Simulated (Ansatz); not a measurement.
Total energies of the cluster Sr5S5 from Ansatz at PBE-D4/def2-TZVPD, gas phase (1 Eh = 27.2114 eV = 2625.5 kJ/mol). The reference geometry is relaxed at r2SCAN-D4/def2-SVP.

| atom | x (Å) | y (Å) | z (Å) |
| --- | --- | --- | --- |
| Sr1 | -2.4687 | -1.0747 | -1.0667 |
| Sr2 | 1.2199 | -1.1998 | -0.2988 |
| Sr3 | -0.0157 | 1.7321 | -2.3209 |
| Sr4 | 1.3338 | 2.1910 | 1.3447 |
| Sr5 | -1.1195 | -0.6156 | 2.5990 |
| S6 | 1.5886 | -0.2457 | 2.5572 |
| S7 | -1.3250 | 1.3032 | 0.3246 |
| S8 | 2.4024 | 1.4852 | -1.0703 |
| S9 | -0.4010 | -0.9224 | -2.8481 |
| S10 | -1.2148 | -2.6533 | 0.7794 |

```json
{"state": "charge 0 singlet", "geometry": "reference", "energy (Eh)": "-2144.44678"}
{"state": "charge -1 doublet", "geometry": "reference", "energy (Eh)": "-2144.47898"}
{"state": "free Sr atom (singlet)", "geometry": "–", "energy (Eh)": "-30.68408"}
{"state": "free S atom (triplet)", "geometry": "–", "energy (Eh)": "-397.93910"}
```

In the def2 sets Sr takes a core potential; there is no spin–orbit coupling.

Problem. Work out the vertical electron affinity, to the doublet.

Solution. E(charge 0 singlet) − E(charge -1 doublet) = -2144.44678 − (-2144.47898) = 0.03220 Eh = 0.88 eV.

Problem. What is the binding energy per atom against free atoms?

Solution. Atoms: 5 × (-30.68408) + 5 × (-397.93910) = -2143.11590 Eh. Binding: -2143.11590 − (-2144.44678) = 1.33088 Eh = 36.22 eV, or 3.62 eV for each of 10 atoms (no zero-point energy, no counterpoise term).

At PBE-D4/def2-TZVPD the highest occupied level of the charge -1 doublet lies above zero (up to 0.23 eV). By energy differences its removal costs 0.88 eV (vertical, to the charge 0 singlet, at PBE-D4/def2-TZVPD); a positive level beside a positive removal energy at the same level points to self-interaction error. 

The structure comes from a short search, and lower isomers may exist.
